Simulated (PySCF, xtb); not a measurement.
Si(Me)(OH)2(SH) (CH6O2SSi), SMILES O[Si](O)(S)C.

GFN2-xTB in xtb 6.7.1 at its own geometry gives an orbital gap of 5.39 eV and a dipole moment of 1.78 D.

Coordinates come from a PBE0-D3(BJ)/def2-SVP optimisation. The values are those of a single conformer.

Problem. What does PySCF with CAM-B3LYP/def2-TZVP give? (Estimate from the structure and the level; the computed values follow.)

Solution. gap 9.89 eV (levels -8.83 and 1.06 eV), dipole 1.01 D.
